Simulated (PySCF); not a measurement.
## Core-level binding energies of `O[B](O)[GeH2][SH]`

BGeH5O2S.
Z-matrix (Å and degrees, PBE0-D3(BJ)/def2-SVP geometry), rows numbered from 1:
```
O 
B   1  1.3595
O   2  1.3562  1  124.99
Ge  2  2.0738  1  116.02  3  -179.48
S   4  2.2426  2  106.66  1    36.71
H   1  0.9647  2  115.86  3     0.97
H   3  0.9651  2  115.62  1     0.31
H   4  1.5462  2  112.73  1   -83.66
H   4  1.5390  2  114.38  1   152.86
H   5  1.3513  4   92.72  2   -32.96
```

Method: PySCF 2.14.0, delta-SCF UKS SCAN, pcX-2 on the ionised atom, pcseg-1 elsewhere, spin-free X2C. Binding energies are ΔSCF values: E(core-ionised, relaxed orbitals) − E(ground state) at a fixed geometry, referred to the vacuum level.

**Question.** What binding energy does each computed site have?

**Answer.** 
```tsv
atom(s)	environment	level	binding energy (eV)	count
S5	sulfur bonded to Ge and H	S 1s	2476.46	1
O1/O3	boron-bound oxygen	O 1s	539.75	2
B2	three-coordinate boron	B 1s	197.63	1
```

**Question.** Which photon energy gives electrons from S 1s of S5 a kinetic energy of 100 eV, and what is their de Broglie wavelength?

**Answer.** hν = 2476.46 + 100 = 2576.46 eV, recoil neglected; λ = 12.264 Å/√(E/eV) = 1.23 Å.

One atom of each set of topologically equivalent atoms was ionised and stands for the set; in this conformer not all members are related by symmetry, and their own values weren't computed. Not every level is listed. No level of germanium is listed. Isolated species at its PBE0-D3(BJ)/def2-SVP geometry (one conformer only).

The run took 23 s wall on one thread of an Arm Neoverse V2, no GPU (shared host).
